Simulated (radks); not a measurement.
Results of a calculation; reference values are marked as such.
All-electron atom: Cs V in [Kr] 4d9 5s2 5p4 (not the ground configuration). Level of theory: scalar-relativistic Kohn-Sham, PBEsol, spin-polarised, spherical densities, finite nucleus; open shells are filled with parallel spins first (spin-orbit coupling, left out, can overturn this in heavy ions); Fermi nuclear charge, rms radius 4.8041 fm (a radial shooting solver on a logarithmic mesh with Libxc functionals). Some entries of the table are withheld. Estimate them.

orbital  occ.  eigenvalue (hartree)  r(max) (bohr)  <r> (bohr)
1s up       1             -1316.932        0.01679     0.02612
1s down     1             -1316.927        0.01679     0.02612
2s up       1             -208.3395        0.09492      0.1122
2s down     1             -208.3220        0.09492      0.1122
2p up       3             -187.1434        0.07620     0.09823
2p down     3             -187.1276        0.07620     0.09822
3s up       1             -44.90485         0.2726      0.2991
3s down     1             -44.89254         0.2726      0.2991
3p up       3             -38.08411         0.2666      0.2970
3p down     3             -38.07036         0.2666      0.2970
3d up       5             -28.06895         0.2202      0.2735
3d down     5             -28.05124         0.2203      0.2734
4s up       1             -10.03470         0.6409      0.6908
4s down     1              -9.98308         0.6409      0.6908
4p up       3              -7.83611         0.6703      0.7332
4p down     3              -7.78446         0.6703      0.7330
4d up       5              -4.62510         0.7143      0.8193
4d down     4              -4.57203         0.7144      0.8182
5s up       1              -2.56796            (1)       1.601
5s down     1              -2.49046            (2)       1.603
5p up       3                   (3)          1.644       1.799
5p down     1                   (4)          1.644       1.809

Answer. 
(1) 5s up r(max) (bohr): 1.477
(2) 5s down r(max) (bohr): 1.473
(3) 5p up eigenvalue (hartree): -1.98896
(4) 5p down eigenvalue (hartree): -1.91246
